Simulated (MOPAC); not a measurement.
Input file for MOPAC: AM1 on AlF2H (SMILES [F][AlH][F]), a point of a bond scan (R = 1.973 Å).

```
AM1 1SCF PRECISE CHARGE=0 THREADS=1
AlF2H

Al    -0.29735585 1    -0.20000769 1    -0.23453486 1
H     -1.37591570 1    -0.92546933 1    -1.08523238 1
F     -0.20449889 1     1.76996494 1    -0.17462068 1
F      0.80236859 1    -1.04990625 1     0.64396034 1
```

Program output:

```
*******************************************************************************
 **                                                                           **
 **                              MOPAC v23.2.5                                **
 **                                                                           **
 *******************************************************************************
 ** MOPAC's Digital Object Identifier: https://doi.org/10.5281/zenodo.6511958 **
 **                                                                           **
 ** Please cite the open-source release paper for use of this MOPAC version:  **
 ** J. E. Moussa and J. J. P. Stewart (2026)                                  **
 ** MOPAC: An open-source semiempirical molecular orbital program             **
 ** J. Open Source Softw., 11(119), 8025, https://doi.org/10.21105/joss.08025 **
 *******************************************************************************

                              AM1 CALCULATION RESULTS

 *******************************************************************************
 *  AM1        - The AM1 Hamiltonian to be used
 *
 *
 *
 *                 CHARGE ON SYSTEM = 0
 *
 *
 *
 *  PRECISE    - TIGHTER CRITERIA TO BE USED
 *  1SCF       - DO 1 SCF AND THEN STOP
 *  THREADS=1  - MULTI-THREADING NOT USED
 *  T=         - A TIME OF 172800.0 SECONDS REQUESTED
 *  DUMP=N     - RESTART FILE WRITTEN EVERY 7200.0 SECONDS REQUESTED
 *******************************************************************************
AM1 1SCF PRECISE CHARGE=0 THREADS=1
 AlF2H

   ATOM   CHEMICAL          X               Y               Z
  NUMBER   SYMBOL      (ANGSTROMS)     (ANGSTROMS)     (ANGSTROMS)

     1      Al         -0.29735585  *  -0.20000769  *  -0.23453486  *
     2       H         -1.37591570  *  -0.92546933  *  -1.08523238  *
     3       F         -0.20449889  *   1.76996494  *  -0.17462068  *
     4       F          0.80236859  *  -1.04990625  *   0.64396034  *



          CARTESIAN COORDINATES

    NO.       ATOM           X           Y           Z

     1        Al         -0.2974     -0.2000     -0.2345
     2         H         -1.3759     -0.9255     -1.0852
     3         F         -0.2045      1.7700     -0.1746
     4         F          0.8024     -1.0499      0.6440

  H: (AM1): M.J.S. DEWAR ET AL, J. AM. CHEM. SOC. 107 3902-3909 (1985)
  F: (AM1): M.J.S. DEWAR AND E. G. ZOEBISCH, THEOCHEM, 180, 1 (1988).
 Al: (AM1): M. J. S. Dewar, A. J. Holder, Organometallics, 9, 508-511 (1990).

           Empirical Formula: H Al F2  =     4 atoms



      MOLECULAR POINT GROUP   :   Cs


      RHF CALCULATION, NO. OF DOUBLY OCCUPIED LEVELS = 9


 -------------------------------------------------------------------------------
 AM1 1SCF PRECISE CHARGE=0 THREADS=1
 AlF2H



     1SCF WAS SPECIFIED, SO BFGS WAS NOT USED
     SCF FIELD WAS ACHIEVED


                              AM1 CALCULATION
                                                       MOPAC v23.2.5 Linux




          FINAL HEAT OF FORMATION =       -130.06551 KCAL/MOL =    -544.19408 KJ/MOL


          COSMO AREA              =         90.93 SQUARE ANGSTROMS
          COSMO VOLUME            =         75.85 CUBIC ANGSTROMS

          IONIZATION POTENTIAL    =         11.790350 EV
          HOMO LUMO ENERGIES (EV) =        -11.790 -0.702
          NO. OF FILLED LEVELS    =          9
          MOLECULAR WEIGHT        =         65.9862         POINT GROUP:  Cs

          MOLECULAR DIMENSIONS (Angstroms)

            Atom       Atom       Distance
            F     4    F     3     3.10412
            F     3    H     2     2.47454
           Al     1    H     2     0.00000


          SCF CALCULATIONS        =          1





   ATOM   CHEMICAL          X               Y               Z
  NUMBER   SYMBOL      (ANGSTROMS)     (ANGSTROMS)     (ANGSTROMS)

     1      Al         -0.29735585  *  -0.20000769  *  -0.23453486  *
     2       H         -1.37591570  *  -0.92546933  *  -1.08523238  *
     3       F         -0.20449889  *   1.76996494  *  -0.17462068  *
     4       F          0.80236859  *  -1.04990625  *   0.64396034  *

                             CARTESIAN COORDINATES

   1   Al       -0.297355850    -0.200007690    -0.234534860
   2    H       -1.375915700    -0.925469330    -1.085232380
   3    F       -0.204498890     1.769964940    -0.174620680
   4    F        0.802368590    -1.049906250     0.643960340


           Empirical Formula: H Al F2  =     4 atoms



      MOLECULAR POINT GROUP   :   Cs


                  EIGENVALUES
 -47.50116 -44.07557 -16.20669 -14.99275 -14.54794 -13.89058 -12.73545 -12.64852
 -11.79035  -0.70206   0.05568   2.35289   3.02922


              NET ATOMIC CHARGES AND DIPOLE CONTRIBUTIONS

  ATOM NO.   TYPE          CHARGE      No. of ELECS.   s-Pop       p-Pop
    1         Al           0.812639        2.1874     0.92905     1.25831
    2          H          -0.054650        1.0547     1.05465
    3          F          -0.401937        7.4019     1.94413     5.45781
    4          F          -0.356052        7.3561     1.87661     5.47944
 DIPOLE           X         Y         Z       TOTAL
 POINT-CHG.    -1.777    -2.159    -1.395     3.125
 HYBRID         0.897     0.264     0.710     1.174
 SUM           -0.880    -1.895    -0.685     2.199


          ATOMIC ORBITAL ELECTRON POPULATIONS

     Atom    s        px        py        pz
    1 Al   0.92905   0.42900   0.47934   0.34996
    2  H   1.05465
    3  F   1.94413   1.96176   1.54472   1.95132
    4  F   1.87661   1.79878   1.86439   1.81626

 **********************
 *                    *
 * JOB ENDED NORMALLY *
 *                    *
 **********************




 == MOPAC DONE ==
```

The run finished.

Cost: around 0.03 core-seconds (rough).
